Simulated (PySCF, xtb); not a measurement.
CH₃BrOSe, SMILES CO[Se]Br.

GFN2-xTB run with xtb at its own geometry gives an orbital gap of 2.88 eV and a dipole moment of 4.59 D.

Coordinates come from a PBE0-D3(BJ)/def2-SVP optimisation. This is a generated structure with no PubChem entry under its InChIKey; it may be hypothetical. The values are those of a single conformer.

What does M06-2X/def2-TZVP (PySCF) give? (An estimate is asked for; the answer gives what the named calculation found.)

gap 6.48 eV (levels -7.88 and -1.40 eV), dipole 1.69 D.
